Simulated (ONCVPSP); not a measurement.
# Ta (Z = 73): ONCV pseudisation with PBE, scalar-relativistic reference atom.

| Item | Value |
| --- | --- |
| Element | Ta |
| Generator | ONCVPSP 4.0.1 |
| Type | optimised norm-conserving Vanderbilt (ONCV) |
| Functional | PBE |
| Relativity | scalar-relativistic |
| Frozen core | [Xe] |
| Valence charge | 19 |
| Reference configuration | 4f14 5d4 6s1 |
| Partial waves | 6s: rc 2.90 bohr, ncon 3, nbas 6, qcut 2.7 1/bohr, 3 projectors, debl 4 Ha; p scattering state at 0.3 Ha: rc 2.65 bohr, ncon 4, nbas 8, qcut 3.3 1/bohr, 2 projectors, debl 1.6 Ha; 5d: rc 3.10 bohr, ncon 4, nbas 9, qcut 5.1 1/bohr, 2 projectors, debl 2.3 Ha; 4f: rc 0.75 bohr, ncon 4, nbas 9, qcut 22.6 1/bohr, 2 projectors, debl 1.5 Ha |
| Local potential | polynomial inside 0.50 bohr (lpopt 5, dvloc0 4 Ha) |
| Core correction | Teter function fitted to the true core (icmod 2), fcfact 0.7 |

All-electron outer shells of the reference configuration (PBE, scalar-relativistic, ld1.x):

| shell | level (eV) | outermost node (bohr) | outermost maximum (bohr) |
| --- | --- | --- | --- |
| 5p | -37.84 | 0.58 | 1.13 |
| 4f | -23.01 | – | 0.44 |
| 6s | -4.96 | 1.33 | 2.81 |
| 5d | -2.64 | 0.65 | 1.60 |

**Question.** Does the generator finish with these settings?

**Answer.** Yes, a potential is produced and its reference levels are reproduced.

**Question.** Estimate the cutoffs (Ha) at which the residual kinetic energy of the hardest occupied pseudo-wave falls to 1 and 0.1 mHa per electron.

**Answer.** 222 Ha and 241 Ha.

**Question.** Does the potential have ghost states?

**Answer.** Ghosts flagged at negative energy: s at -1186.1 eV, s at -90.9 eV, p at -551.9 eV, p at -16.1 eV, d at -174.6 eV; GHOST(+) flagged for s at 233.3 eV, p at 293.4 eV. A true bound ghost makes a file unfit for plane-wave use.

**Question.** Which valence shell sets the plane-wave cutoff?

**Answer.** 4f: 222 Ha for 1 mHa per electron, against 9 Ha for 5d.

Its largest configuration-test error is -6.7 meV (4f14 5d3 6s2). 2 of 4 tests not solved or not reliable.
